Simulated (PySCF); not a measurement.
C₂H₄ClNSi, SMILES [SiH2](CC#N)Cl. Coordinates come from a r2SCAN-D4/def2-SVP optimisation. This is a generated structure with no PubChem entry under its InChIKey; it may be hypothetical. Other conformers were not sampled.

Question: Give the equilibrium geometry at r2SCAN-D4/def2-SVP (PySCF confirms it by a frequency run) as bond lengths and angles. (The exact figures need the calculation; the answer reports its results.)

Answer: Several could match; the one computed here: 
Atoms: N1 C2 C3 Si4 Cl5 H6 H7 H8 H9. Bond lengths (Å): N1–C2 1.164, C2–C3 1.449, C3–Si4 1.899, C3–H6 1.104, C3–H7 1.105, Si4–Cl5 2.063, Si4–H8 1.487, Si4–H9 1.485. Bond angles (°): N1–C2–C3 178.0, C2–C3–Si4 113.0, C2–C3–H6 109.9, C2–C3–H7 109.8, Si4–C3–H6 108.8, Si4–C3–H7 108.2, H6–C3–H7 107.1, C3–Si4–Cl5 108.8, C3–Si4–H8 107.8, C3–Si4–H9 109.9, Cl5–Si4–H8 109.3, Cl5–Si4–H9 109.5, H8–Si4–H9 111.5.
Charge 0, spin multiplicity 1.
